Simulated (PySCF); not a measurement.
Vertical excitations of a molecule C2H5ClSi from PySCF with TDA-PBE/def2-SVPD, as energy in eV (oscillator strength): 5.87 (0.001), 6.05 (0.215), 6.29 (0.004), 6.47 (0.000), 6.51 (0.004), 6.67 (0.002), 6.82 (0.045), 6.89 (0.001), 7.17 (0.002), 7.50 (0.001). Lowest triplet (TDA): 3.95 eV. The structure is a stationary point at ωB97X-D3(BJ)/def2-SVP. Other conformers were not sampled.

**Question.** Which structure fits?
A) [SiH3]/C=C\Cl
B) C=C([SiH3])Cl
C) C=C[SiH2]Cl

**Answer.** A, [SiH3]/C=C\Cl
